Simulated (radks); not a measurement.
Values are calculated unless marked as measured or tabulated.
Lu, configuration [Xe] 4f14 5d1 6s2.

Level of theory: scalar-relativistic Kohn-Sham, LDA (Slater exchange, Perdew-Wang correlation), spin-polarised, spherical densities, point nucleus; open shells are filled with parallel spins first (spin-orbit coupling, left out, can overturn this in heavy ions); hard spherical wall at 6 bohr (a radial shooting solver on a logarithmic mesh with Libxc functionals).

Energy parts (eV):
| part | energy |
|---|---|
| total | -396046.59 |
| kinetic | 432721.94 |
| electron-nucleus | -976421.58 |
| Hartree | 155583.08 |
| exchange-correlation | -7930.03 |

Orbitals (lengths in bohr, moments of r in powers of bohr; <r^-3> diverges for s and p1/2; r(max) is where P^2 peaks; r(90%) holds 90 % of the orbital's charge):
[
 {"orbital": "1s up", "occ.": "1", "eigenvalue (eV)": "-63189.15", "r(max)": "0.01214", "<r^2>": "0.0005126", "<r^-3>": "-", "r(90%)": "0.0351"},
 {"orbital": "1s down", "occ.": "1", "eigenvalue (eV)": "-63189.15", "r(max)": "0.01214", "<r^2>": "0.0005126", "<r^-3>": "-", "r(90%)": "0.0351"},
 {"orbital": "2s up", "occ.": "1", "eigenvalue (eV)": "-10755.51", "r(max)": "0.06935", "<r^2>": "0.007927", "<r^-3>": "-", "r(90%)": "0.127"},
 {"orbital": "2s down", "occ.": "1", "eigenvalue (eV)": "-10755.49", "r(max)": "0.06935", "<r^2>": "0.007927", "<r^-3>": "-", "r(90%)": "0.127"},
 {"orbital": "2p up", "occ.": "3", "eigenvalue (eV)": "-9465.213", "r(max)": "0.05661", "<r^2>": "0.006498", "<r^-3>": "16850", "r(90%)": "0.119"},
 {"orbital": "2p down", "occ.": "3", "eigenvalue (eV)": "-9465.196", "r(max)": "0.05661", "<r^2>": "0.006498", "<r^-3>": "16850", "r(90%)": "0.119"},
 {"orbital": "3s up", "occ.": "1", "eigenvalue (eV)": "-2435.110", "r(max)": "0.1959", "<r^2>": "0.05177", "<r^-3>": "-", "r(90%)": "0.312"},
 {"orbital": "3s down", "occ.": "1", "eigenvalue (eV)": "-2435.110", "r(max)": "0.1959", "<r^2>": "0.05177", "<r^-3>": "-", "r(90%)": "0.312"},
 {"orbital": "3p up", "occ.": "3", "eigenvalue (eV)": "-2047.978", "r(max)": "0.1932", "<r^2>": "0.05232", "<r^-3>": "3695", "r(90%)": "0.318"},
 {"orbital": "3p down", "occ.": "3", "eigenvalue (eV)": "-2047.977", "r(max)": "0.1932", "<r^2>": "0.05232", "<r^-3>": "3694", "r(90%)": "0.318"},
 {"orbital": "3d up", "occ.": "5", "eigenvalue (eV)": "-1582.447", "r(max)": "0.1573", "<r^2>": "0.04347", "<r^-3>": "483.3", "r(90%)": "0.299"},
 {"orbital": "3d down", "occ.": "5", "eigenvalue (eV)": "-1582.439", "r(max)": "0.1573", "<r^2>": "0.04347", "<r^-3>": "483.3", "r(90%)": "0.299"},
 {"orbital": "4s up", "occ.": "1", "eigenvalue (eV)": "-482.2724", "r(max)": "0.4462", "<r^2>": "0.2583", "<r^-3>": "-", "r(90%)": "0.687"},
 {"orbital": "4s down", "occ.": "1", "eigenvalue (eV)": "-482.2657", "r(max)": "0.4462", "<r^2>": "0.2583", "<r^-3>": "-", "r(90%)": "0.687"},
 {"orbital": "4p up", "occ.": "3", "eigenvalue (eV)": "-355.1782", "r(max)": "0.4672", "<r^2>": "0.2939", "<r^-3>": "845.6", "r(90%)": "0.740"},
 {"orbital": "4p down", "occ.": "3", "eigenvalue (eV)": "-355.1710", "r(max)": "0.4672", "<r^2>": "0.2939", "<r^-3>": "845.6", "r(90%)": "0.740"},
 {"orbital": "4d up", "occ.": "5", "eigenvalue (eV)": "-189.4184", "r(max)": "0.4808", "<r^2>": "0.3485", "<r^-3>": "93.35", "r(90%)": "0.824"},
 {"orbital": "4d down", "occ.": "5", "eigenvalue (eV)": "-189.4053", "r(max)": "0.4808", "<r^2>": "0.3484", "<r^-3>": "93.36", "r(90%)": "0.824"},
 {"orbital": "4f up", "occ.": "7", "eigenvalue (eV)": "-7.5540", "r(max)": "0.4677", "<r^2>": "0.7106", "<r^-3>": "13.87", "r(90%)": "1.26"},
 {"orbital": "4f down", "occ.": "7", "eigenvalue (eV)": "-7.4807", "r(max)": "0.4676", "<r^2>": "0.7023", "<r^-3>": "13.92", "r(90%)": "1.25"},
 {"orbital": "5s up", "occ.": "1", "eigenvalue (eV)": "-59.0173", "r(max)": "1.042", "<r^2>": "1.551", "<r^-3>": "-", "r(90%)": "1.70"},
 {"orbital": "5s down", "occ.": "1", "eigenvalue (eV)": "-58.7658", "r(max)": "1.041", "<r^2>": "1.545", "<r^-3>": "-", "r(90%)": "1.69"},
 {"orbital": "5p up", "occ.": "3", "eigenvalue (eV)": "-29.7257", "r(max)": "1.196", "<r^2>": "2.248", "<r^-3>": "105.8", "r(90%)": "2.08"},
 {"orbital": "5p down", "occ.": "3", "eigenvalue (eV)": "-29.3651", "r(max)": "1.194", "<r^2>": "2.235", "<r^-3>": "106.6", "r(90%)": "2.07"},
 {"orbital": "5d up", "occ.": "1", "eigenvalue (eV)": "-0.0524", "r(max)": "1.875", "<r^2>": "7.083", "<r^-3>": "3.514", "r(90%)": "3.88"},
 {"orbital": "5d down", "occ.": "0", "eigenvalue (eV)": "0.4474", "r(max)": "1.867", "<r^2>": "7.160", "<r^-3>": "3.514", "r(90%)": "3.91"},
 {"orbital": "5f up", "occ.": "0", "eigenvalue (eV)": "12.0302", "r(max)": "3.957", "<r^2>": "15.22", "<r^-3>": "0.2982", "r(90%)": "4.91"},
 {"orbital": "5f down", "occ.": "0", "eigenvalue (eV)": "12.3546", "r(max)": "3.980", "<r^2>": "15.34", "<r^-3>": "0.2802", "r(90%)": "4.92"},
 {"orbital": "6s up", "occ.": "1", "eigenvalue (eV)": "-2.8904", "r(max)": "2.952", "<r^2>": "10.76", "<r^-3>": "-", "r(90%)": "4.37"},
 {"orbital": "6s down", "occ.": "1", "eigenvalue (eV)": "-2.4414", "r(max)": "2.972", "<r^2>": "10.87", "<r^-3>": "-", "r(90%)": "4.39"},
 {"orbital": "6p up", "occ.": "0", "eigenvalue (eV)": "2.2320", "r(max)": "3.543", "<r^2>": "13.26", "<r^-3>": "14.65", "r(90%)": "4.70"},
 {"orbital": "6p down", "occ.": "0", "eigenvalue (eV)": "2.5903", "r(max)": "3.565", "<r^2>": "13.37", "<r^-3>": "14.23", "r(90%)": "4.72"},
 {"orbital": "7s up", "occ.": "0", "eigenvalue (eV)": "14.3822", "r(max)": "4.608", "<r^2>": "14.96", "<r^-3>": "-", "r(90%)": "5.14"},
 {"orbital": "7s down", "occ.": "0", "eigenvalue (eV)": "14.7071", "r(max)": "4.616", "<r^2>": "14.92", "<r^-3>": "-", "r(90%)": "5.14"}
]

The highest occupied level is 5d up at -0.052 eV. Spin moment in Bohr magnetons: 1. Summed over all electrons, <r^2> = 61.82 bohr^2, which gives a Langevin (diamagnetic) susceptibility term of -49 x 10^-6 cm^3/mol. The pressure on the wall is 5.55 GPa. The density falls to 0.001 e/bohr^3 at r = 4.73 bohr.
